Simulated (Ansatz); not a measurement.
Ansatz results at the PBE0-D4/def2-TZVP geometry: LUMO energy (PBE/def2-TZVPP) -1.24 eV; LUMO energy (B3LYP/def2-TZVPP) -0.67 eV; HOMO–LUMO gap (PBE/def2-TZVPP) 4.23 eV.

Each molecule was computed in one conformer, which needn't be the lowest.

**Question.** Which molecule gave them?
A. `[GeH3][TeH]`
B. `C[Te]B(O)O`
C. `C[Te]C(F)(F)F`
D. `O[Si](O)(O)[TeH]`

**Answer.** D. The others give `[GeH3][TeH]`: -1.69, -1.15, 3.73; `C[Te]B(O)O`: -1.31, -0.75, 3.72; `C[Te]C(F)(F)F`: -2.06, -1.53, 3.34.

B3LYP here is the variant with VWN-RPA as its local correlation; programs differ in this.
